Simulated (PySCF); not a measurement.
**Ionisation energy of Tc by level of theory**

Tc [Kr] 4d5 5s2 (6S) → Tc⁺ [Kr] 4d5 5s1 (7S), as a difference of total energies. Computed with PySCF 2.14 in aug-cc-pwCVDZ-PP with ECP28MDF (6s6p5d3f, 70 functions), with a scalar-relativistic core potential. Correlated levels: valence and next inner shell: nothing frozen outside the core potential. The calculations carry no spin-orbit coupling.

```json
{"method": "UHF", "ionisation energy (eV)": "5.536", "error (eV)": "-1.583"}
{"method": "MP2 (valence and next inner shell)", "ionisation energy (eV)": "6.832", "error (eV)": "-0.287"}
{"method": "SCS-MP2 (valence and next inner shell)", "ionisation energy (eV)": "6.960", "error (eV)": "-0.159"}
{"method": "CCSD (valence and next inner shell)", "ionisation energy (eV)": "6.829", "error (eV)": "-0.290"}
{"method": "CCSD(T) (valence and next inner shell)", "ionisation energy (eV)": "6.965", "error (eV)": "-0.154"}
```

Reference: 7.119 eV (measured; NIST Atomic Spectra Database, ionization energies).

Errors of the correlated levels include the incompleteness of this basis.
